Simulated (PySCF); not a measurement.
Job file and geometry (Å, from GFN2-xTB) of a spin–spin coupling run on SMILES BN(B)BBr, B₃BrH₅N, B3LYP/pcJ-1 Br:pcSseg-1 indirect spin-spin coupling, non-relativistic, gas phase (PySCF); density fitting, a coarse starting grid and PySCF grid level 2 are the driver's defaults:

```
$ OMP_NUM_THREADS=1 python probes_run.py task.json out

{"job": {"kind": "j", "xc": "B3LYP", "basis": "pcJ-1"}, "charge": 0, "multiplicity": 1}
B     -0.770055    -1.153887     0.360174
N     -0.034478     0.030004     0.001887
B     -0.752598     1.244830    -0.266570
B      1.395434     0.064136    -0.080561
Br     2.427261    -1.482734    -0.186493
H     -1.929870    -1.157829     0.230213
H     -0.218322    -2.084104     0.803626
H     -1.914388     1.213752    -0.362988
H     -0.157601     2.243255    -0.392322
H      1.963500     1.087232    -0.129493
```

Question: Write the output of this run.

Answer: 
```
coarse grid: 40352 points
cycle   1  E = -2706.3042426211  dE = -8.594e-01  |g| = 7.854e-01  |ddm| = 2.713e+00
cycle   2  E = -2706.2910296785  dE =  1.321e-02  |g| = 5.769e-01  |ddm| = 5.312e-01
cycle   3  E = -2706.3238857867  dE = -3.286e-02  |g| = 2.590e-01  |ddm| = 4.381e-01
cycle   4  E = -2706.3371349488  dE = -1.325e-02  |g| = 4.357e-02  |ddm| = 1.696e-01
cycle   5  E = -2706.3374190479  dE = -2.841e-04  |g| = 8.742e-03  |ddm| = 3.308e-02
cycle   6  E = -2706.3374399838  dE = -2.094e-05  |g| = 2.492e-03  |ddm| = 9.461e-03
cycle   7  E = -2706.3374412641  dE = -1.280e-06  |g| = 6.817e-04  |ddm| = 2.917e-03
final grid: 84552 points
cycle   8  E = -2706.3374328106  dE =  4.226e-08  |g| = 9.427e-04  |ddm| = 2.184e-03
cycle   9  E = -2706.3374326697  dE =  1.409e-07  |g| = 1.292e-03  |ddm| = 2.312e-03
cycle  10  E = -2706.3374329779  dE = -3.082e-07  |g| = 1.154e-04  |ddm| = 1.259e-03
cycle  11  E = -2706.3374329807  dE = -2.834e-09  |g| = 2.040e-05  |ddm| = 8.809e-05
cycle  12  E = -2706.3374329808  dE = -9.504e-11  |g| = 5.185e-06  |ddm| = 2.315e-05
converged SCF energy = -2706.3374329808

Indirect spin-spin couplings (Hz)
  i      j    bonds     total        FC       PSO       DSO        SD
  0 B    1 N    1    -18.995   -21.399     2.601    -0.096    -0.101
  0 B    2 B    2      0.723     0.784     0.019    -0.098     0.018
  0 B    3 B    2      0.386     0.166     0.193    -0.017     0.044
  0 B    5 H    1    142.209   142.486    -1.528     0.648     0.605
  0 B    6 H    1    144.011   144.075    -1.491     0.777     0.650
  0 B    7 H    3      6.507     6.624    -0.113     0.010    -0.015
  0 B    8 H    3      6.717     6.756     0.518    -0.541    -0.016
  0 B    9 H    3      3.310     3.256     0.570    -0.515    -0.000
  1 N    2 B    1    -18.027   -20.591     2.756    -0.088    -0.105
  1 N    3 B    1    -21.773   -23.937     2.405    -0.148    -0.092
  1 N    5 H    2     -3.575    -4.038     0.430     0.041    -0.008
  1 N    6 H    2     -2.380    -2.784     0.392     0.013    -0.001
  1 N    7 H    2     -3.244    -3.740     0.450     0.051    -0.005
  1 N    8 H    2     -2.699    -3.189     0.449     0.046    -0.005
  1 N    9 H    2     -5.746    -6.045     0.305     0.003    -0.009
  2 B    3 B    2      3.976     4.123    -0.121    -0.002    -0.024
  2 B    5 H    3      6.409     6.544    -0.117    -0.005    -0.012
  2 B    6 H    3      6.449     6.482     0.490    -0.513    -0.009
  2 B    7 H    1    144.766   145.028    -1.447     0.586     0.599
  2 B    8 H    1    140.163   140.406    -1.425     0.599     0.584
  2 B    9 H    3      4.973     5.079    -0.177     0.091    -0.020
  3 B    5 H    3      6.162     6.008     0.552    -0.396    -0.002
  3 B    6 H    3      5.083     5.024    -0.099     0.165    -0.007
  3 B    7 H    3      9.617     9.533     0.468    -0.372    -0.013
  3 B    8 H    3      8.119     8.052    -0.224     0.299    -0.007
  3 B    9 H    1    179.154   178.349    -1.363     1.487     0.680
  5 H    6 H    2     11.894    11.692     1.959    -1.757         -
  5 H    7 H    4      0.865     0.766    -1.042     1.142         -
  5 H    8 H    4      0.586     0.626     1.170    -1.209         -
  5 H    9 H    4      0.810     0.807     1.352    -1.348         -
  6 H    7 H    4      0.698     0.666     1.115    -1.083         -
  6 H    8 H    4      2.007     2.022     1.322    -1.338         -
  6 H    9 H    4     -0.315    -0.159     1.167    -1.323         -
  7 H    8 H    2     12.152    12.172     2.077    -2.096         -
  7 H    9 H    4      0.420     0.343     1.125    -1.049         -
  8 H    9 H    4      0.988     0.626    -1.158     1.520         -
```

Size and cost of the density-fitted run: 199 basis functions, 74 s wall time on 1 thread of an Intel Xeon, shared host; peak memory 0.88 GiB.
